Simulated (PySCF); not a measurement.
A structure optimised at PBE0-D3(BJ)/def2-SVP, used in a PySCF frequency run:

```
C
O 1 1.2218
N 1 1.3674 2 122.16
H 3 1.0083 1 122.98 2 180.00
H 3 1.0107 4 119.12 1 180.00
C 1 1.4605 2 121.87 3 180.00
H 6 1.0902 1 117.20 2 0.00
H 6 1.0929 7 119.65 1 180.00
```
Charge 0, spin multiplicity 2.

**Question.** Write its SMILES, formula and point group.

**Answer.** [CH2]C(N)=O, C2H4NO, Cs

**Question.** What are its rotational constants (standard atomic weights)?

**Answer.** 11.279, 10.280, 5.3780 GHz
